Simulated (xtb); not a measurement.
HKO, triplet, at the geometry of the source list (GFN-xTB shapes and energies of metal compounds can be far from the true ones) (a higher spin typed on purpose: for a closed-shell molecule this is an excited state). Base run: GFN1-xTB (xtb).

Geometry (Å):
```xyz
3

K     -1.1954    -0.7206    -0.9702
O      0.4145    -0.0472     0.3144
H      0.7809     0.7679     0.6558
```
Charge 0, spin multiplicity 3.
All else is at xtb's defaults.
Base energy -5.29445 Eh.

Each row names what was changed in the base input (with any setting that the change needs).

```
change           ΔE vs base (kJ/mol)  dipole (D)  G_solv (kcal/mol)  SCF cycles
---------------  -------------------  ----------  -----------------  ----------
base                            0.00        2.47                  -          10
gbsa = methanol                -76.7        2.61             -18.51          10
etemp = 3000                   -35.4        2.39                  -          10
acc = 0.1                       0.00        2.47                  -          10
alpb = chcl3                  -18.74        2.11              -4.53          10
gbsa = water                   -61.1        2.63             -14.79          10
alpb = acetone                 -61.8        3.68             -15.68           9
acc = 30                        0.00        2.46                  -           8
acc = 1000                      0.00        2.41                  -           6
etemp = 1000                   -7.99        2.47                  -          10
acc = 0.0001                    0.00        2.47                  -          13
```

ALPB and GBSA are two models with their own fitted parameters for each solvent, which aren't always the measured dielectric constant.
